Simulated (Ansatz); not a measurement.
Ansatz (an electronic-structure program) input (CCSD(T)/6-31G):

Ansatz 0.2 input:
```yaml
crystal:
  periodic: [false, false, false]
  atoms:
    - {symbol: Si, position_ang: [0.00447825, 0.44722389, 0.03708962]}
    - {symbol: F, position_ang: [1.27462254, -0.50979642, 0.10003501]}
    - {symbol: F, position_ang: [-1.28434259, -0.46090360, -0.18053807]}
    - {symbol: H, position_ang: [-0.12390715, 1.13730127, 1.32828116]}
    - {symbol: H, position_ang: [0.14869209, 1.33786439, -1.12300826]}
basis:
  gaussian:
    orbitals: 6-31G
magnetization: {spin_polarized: false}
correlation: {method: ccsd_t, electrons: outside_noble_gas}
```

End of the output:

```
mean field -13304.97158409 eV, -488.9486872816 hartree, gradient 2.7e-6 eV, S^2 0.000000; 0 other end points of the search recorded, 0 dependent functions left out
7 core orbitals not correlated
reference -13304.97158409 eV, -488.9486872816 hartree; 10, 10 occupied and 18, 18 virtual orbitals, 354 factors
second order -8.13055168 eV of doubles, -0.00000000 eV of singles
coupled cluster: 0.13 GiB planned
cycle   1  -8.04711661 eV  change    8.3e-2 eV  update   8.0e-2
cycle   2  -8.29331340 eV  change   -2.5e-1 eV  update   2.3e-2
cycle   3  -8.36522751 eV  change   -7.2e-2 eV  update   1.1e-2
cycle   4  -8.36315483 eV  change    2.1e-3 eV  update   1.7e-3
cycle   5  -8.36229541 eV  change    8.6e-4 eV  update   6.9e-4
cycle   6  -8.36238490 eV  change   -8.9e-5 eV  update   1.9e-4
cycle   7  -8.36232040 eV  change    6.4e-5 eV  update   5.4e-5
cycle   8  -8.36229773 eV  change    2.3e-5 eV  update   1.3e-5
perturbative correction -0.10417985 eV, -0.0038285388 hartree
Total energy: -13313.43806167 eV, -489.2598245939 hartree
```
